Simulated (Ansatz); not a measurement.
Harmonic frequencies (cm⁻¹) at PBE0-D4/def2-TZVP from Ansatz: 162, 173, 183, 215, 221, 246, 355, 476, 549, 559, 625, 680, 716, 728, 1539, 3580, 3683, 3892.

Each molecule was computed in one conformer, which needn't be the lowest.

Problem. Which molecule is it?
A. `[NH]=[W](=[NH])([OH])[F]`
B. `[NH2][W]([OH])(=[S])=[S]`
C. `[CH3][W](=[S])(=[S])[Cl]`
D. `[NH2][W](=[O])([OH])=[S]`

Solution. B.
